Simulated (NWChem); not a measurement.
Total energies of FNa

SMILES: [F][Na]
```xyz
2

Na     0.0000     0.0000    -0.8497
F      0.0000     0.0000     1.0385
```
Charge 0, spin multiplicity 1.

Program: NWChem. All single points use one geometry, from PBE0/def2-SVP, a minimum by its harmonic frequencies.

Basis set: cc-pVQZ (114 functions).

```json
[
 {"method": "RHF", "total energy (Ha)": "-261.37677", "relative cost": "1"},
 {"method": "MP2", "total energy (Ha)": "-261.69504", "relative cost": "under 3"},
 {"method": "B2PLYP", "total energy (Ha)": "-262.07306", "relative cost": "3"},
 {"method": "PBE", "total energy (Ha)": "-262.01936", "relative cost": "under 3"},
 {"method": "B3LYP", "total energy (Ha)": "-262.24508", "relative cost": "under 3"},
 {"method": "BLYP", "total energy (Ha)": "-262.22937", "relative cost": "under 3"}
]
```

Total energies of different functionals aren't comparable as a measure of quality: only differences taken within one method are. Relative cost: rough, from shared machines, SCF included, RHF = 1.

The correlated methods keep 2 core orbitals frozen. B3LYP has NWChem's definition, with VWN1-RPA local correlation. The structure started from a generated list of species.
